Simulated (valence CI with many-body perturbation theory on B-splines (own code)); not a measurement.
Questions on Rh XL

Computed by configuration interaction combined with many-body perturbation theory (CI+MBPT): four valence electrons over a frozen Dirac-Fock core [He], radial functions for each j: 11 s, 11 p, 10 d, 8 f, 5 g, 2 h, with the one-electron correlation potential Σ1 (screened to all orders), the two-electron term Σ2, the three-electron term Σ3, Breit, model QED; selected single and double excitations, second order for the rest, scaled by the run's own slope (own B-spline code, finite nucleus).

No measured spectrum was set against this ion. As an estimate, large intervals hold to a few tenths of a per cent, small ones and those within an open d or f shell to about a per cent. Among the levels kept, up to 980 cm⁻¹ of a level comes from second order outside the variational space, and about a tenth of that is noise between levels of different J, which matters for small intervals.

Levels are named by their leading jj configuration (3d3/2^4 stands for four electrons in 3d with j = 3/2), which in mixed levels can hold well under half, so a name can repeat and another be missing.

Rates and lifetimes use the calculated energies. Strong lines usually hold to 10 to 20 %, long lifetimes can be off by a factor of two.

**Question.** What is the ground level?

**Answer.** (2s^2 2p1/2^2) J=0, composition 73 % 2s²2p² ³P + 26 % 2s²2p² ¹S.

**Question.** Among levels below 4088.1 eV, which E1 lines absorb most strongly from the ground level?

**Answer.** to (2s^2 2p1/2 3d3/2) J=1 at 0.3552 nm, f = 1.44; to (2s 2p1/2^2 3p3/2) J=1 at 0.3474 nm, f = 0.399; to (2s 2p1/2^2 2p3/2) J=1 at 3.697 nm, f = 0.137.

**Question.** What is the ionisation energy?

**Answer.** 5950.5 eV; NIST lists 5940 ± 7 eV (semi-empirical).

**Question.** Where does the other parity begin?

**Answer.** At (2s 2p1/2^2 2p3/2) J=2, 284.2 eV.

**Question.** Name the longest-lived excited levels whose lifetime is computed, and their main decay.

**Answer.** (2s^2 2p1/2 2p3/2) J=2 at 156.5 eV lives 50.1 μs, mostly by E2 to (2s^2 2p1/2^2) J=0; (2s^2 2p1/2 2p3/2) J=1 at 143.2 eV lives 49.5 ns, mostly by M1 to (2s^2 2p1/2^2) J=0; (2s^2 2p3/2^2) J=2 at 309.2 eV lives 26.0 ns, mostly by M1 to (2s^2 2p1/2 2p3/2) J=1.

**Question.** How well does LS coupling describe the low levels?

**Answer.** Among the lowest 20 levels the leading LS term, summed over configurations, holds 65 % on average. For single configurations the figures are 65 % in LS and 97 % in jj coupling. Terms mix most in the J = 1 level at 487.8 eV, where the leading one holds 37 %.
